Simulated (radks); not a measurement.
Question: All-electron atom: Cu20+ in [He] 2s2 2p5. Calculated with a radial shooting solver on a logarithmic mesh with Libxc functionals: Dirac Kohn-Sham, exchange-only PBE, spin-unpolarised, spherical densities, finite nucleus; open shells fill j = l - 1/2 first; Fermi nuclear charge, rms radius 3.8823 fm. Some entries of the table are withheld. Estimate them.

orbital  occ.  eigenvalue (eV)  r(max) (bohr)
1s1/2       2        -9759.659        0.03409
2s1/2       2        -1883.784         0.1935
2p1/2       2        -1768.596            (1)
2p3/2       3        -1746.468            (2)
3s1/2       0              (3)         0.5283
3p1/2       0              (4)         0.5061
3p3/2       0              (5)         0.5107

Answer: 
(1) 2p1/2 r(max) (bohr): 0.1529
(2) 2p3/2 r(max) (bohr): 0.1555
(3) 3s1/2 eigenvalue (eV): -742.7607
(4) 3p1/2 eigenvalue (eV): -706.1676
(5) 3p3/2 eigenvalue (eV): -700.7857
